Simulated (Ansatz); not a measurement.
Reactions of C₃H₁₀Si₂, SMILES `C=C[SiH2][SiH2]C`.

Gas-phase electronic energies from Ansatz, PBE0-D4/def2-TZVP geometries. CCSD(T)/CBS adds triple-zeta CCSD(T) − MP2 to the extrapolated MP2 energy (def2 sets, frozen cores). This one scheme is used for every species, atoms too. For atomizations the MP2-based limit and the directly extrapolated one differ by several kJ/mol either way, and by 10 to 25 for some Ge, Se and Sn compounds, so smaller differences from it don't rank the levels. No spin–orbit coupling; open shells (•) take unrestricted orbitals. Spin–orbit coupling would lower the free atoms: a little for C, Si. Each species was taken in one conformer, which may not be the lowest.

Problem. Order these by ΔE at CCSD(T)/CBS, lowest first. (Estimate.)
A. `C=C[SiH2][SiH2]C` → `C=C[SiH2][SiH3]` + `[CH2]` (triplet)
B. `C=C[SiH2][SiH2]C` + H–F → `C[SiH2][SiH2]F` + `C=C`
C. `C=C[SiH2][SiH2]C` → 3 C• + 10 H• + 2 Si•
D. `C=C[SiH2][SiH2]C` → `C=C([SiH3])[SiH2]C`
E. `C=C[SiH2][SiH2]C` + CH₃NH₂ → `C=C[SiH2]NC` + `C[SiH3]`
F. `C=C[SiH2][SiH2]C` → `C[Si]1([SiH3])CC1`

Solution. B (-28.4 kcal/mol), E (-12.0 kcal/mol), D (-2.1 kcal/mol), F (+5.4 kcal/mol), A (+113.2 kcal/mol), C (+1288.2 kcal/mol).

Largest T1 diagnostic: 0.013, for `C=C[SiH2][SiH3]`.
